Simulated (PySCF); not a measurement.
NbOCl, SMILES [Nb](=[O])[Cl] (connectivity only; charge and spin as stated), neutral, multiplicity 3.

Geometry: r2SCAN-D4/def2-TZVP. The spin state was assumed, not searched. The def2 effective core potentials stand for the cores of Nb; spin–orbit coupling is left out.

These are r2SCAN-D4/def2-TZVP run with PySCF values and carry that method's errors.

Frequencies are harmonic and unscaled.

Computed vibrational spectrum:
```
mode  ν (cm⁻¹)  IR (km/mol)  moving atoms (share of kinetic energy)
----  --------  -----------  --------------------------------------
1          169          5.0                O 65 %, Cl 20 %, Nb 15 %
2          399         71.0                        Cl 70 %, Nb 29 %
3         1015        165.4                         O 85 %, Nb 15 %
```
